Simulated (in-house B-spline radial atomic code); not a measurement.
The numbers below are computed, except where a source is named.
**Ti in an electron gas of r_s = 1.65: phase shifts, screening and friction**

A nucleus sits in a uniform electron gas with a rigid positive background. The Kohn-Sham equations are solved self-consistently in the spin-unpolarised LDA (PW92), non-relativistic, on B-splines with outgoing waves at the boundary and partial waves to l = 8. The model has no lattice, no bands and no magnetic solution. Atomic units; δ_l are the phase shifts at the Fermi level, counted so that each bound state adds π, and good to about 0.0005.

The density parameter is r_s = 1.65 bohr.

```
l  δ_l (rad)
0     8.2464
1     5.8163
2     1.6391
3     0.0653
4     0.0158
5     0.0038
6     0.0008
7     0.0000
8    -0.0002
```

Bound levels below the band bottom (hartree): s -176.3, s -18.41, p -15.24, s -1.364, p -0.5594.

(1) Check the Friedel sum rule, and say where the screening charge sits.

(2) Find the transport cross section and the electronic stopping of a 1 keV Ti ion (mass 47.87 u).

## Answers

(1) k_F = (9π/4)^(1/3)/r_s = 1.16313. The rule is Z = (2/π) Σ (2l + 1) δ_l. The terms are s 5.250, p 11.108, d 5.217, f 0.291 and 0.122 beyond, in all 21.988 against Z = 22. Bound states hold 6 s, 12 p, 0 d electrons, so the scattering states carry 3.99 in all; where a term is smaller than its bound count, the bound level has drawn weight out of the band.

(2) σ_tr = (4π/k_F²) Σ (l + 1) sin²(δ_l − δ_(l+1)). The terms for l = 0 to 3 are 0.4264, 1.4798, 3.0000, 0.0098, all together 4.9167, so σ_tr = 9.289 × 4.9167 = 45.670 bohr². With n = 3/(4π r_s³) = 0.05314, the friction coefficient is Q = n k_F σ_tr = 2.8230. For v well below v_F = 1.163, dE/dx = Q v; with 24801 eV per u at v = 1, v = √(1000/(24801 × 47.87)) = 0.0290, so dE/dx = 0.08193 hartree/bohr = 42.1 eV/nm. The largest term couples the d and f waves.
